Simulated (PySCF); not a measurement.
C4H12S4Sn, SMILES C[S][Sn]([S]C)([S]C)[S]C, GFN2-xTB optimised geometry. Atoms within 1.6 Å of the plane z = 1.0 Å (x, y, z in Å): C1 (2.14, -0.77, 1.74), S2 (1.74, -1.13, 0.00), Sn3 (-0.73, -1.13, 0.00), S6 (-1.46, -2.24, 2.08), C7 (-3.18, -1.68, 2.26), S8 (-1.74, 1.13, 0.00), H10 (1.65, -1.49, 2.38), H11 (1.85, 0.24, 1.98), H12 (3.22, -0.88, 1.81), H16 (-3.22, -0.60, 2.23), H17 (-3.79, -2.12, 1.48).

Calculation: PBE0/def2-SVP, def2 effective core potentials past Kr (PySCF 2.14.0). The core electrons that the potentials of Sn replace are not part of the density.

Map of the log10 of the electron density (e/bohr³), floored at −4 on the plane z = 1.0 Å:

```
|0000000000000000000000000000000|
|0000000000000000000000000000000|
|0000000000000000000000000000000|
|0000001222211000000000000000000|
|0000123333332100000000000000000|
|0001234444443321000000000000000|
|0013345556554432000000000000000|
|0123456666665543100000000000000|
|0234566777776543210000000000000|
|1235567888876654310001110000000|
|1245677888877654321122222110000|
|1345677888877654322233333221000|
|1345667888877654333344554332100|
|1245567777776654434455665543211|
|1234566677776655445566776654322|
|2334555666666665555677887765443|
|3344455566777766666778888776543|
|3444455567777777666789999877654|
|4455555667788887767789999887654|
|5555555677888887777889999887654|
|6666666678888887777789998876654|
|7777666778888887767788888766543|
|7887666788888877666777777655432|
|8887667788888776656667766554321|
|7777666788888765555556655443210|
|6666566778887665444445544332100|
|5555556677777654333334333211000|
|4443445667766544322222221100000|
|2222344556655443211111100000000|
|1111233455554432100000000000000|
|0000122334433221000000000000000|
```
Scale: ten equal steps from -4.00 (start of '0') to -0.776 (end of '9'), in the order '0123456789'; x runs from -4.00 to 4.00, y from -4.00 (bottom) to 4.00 (top).
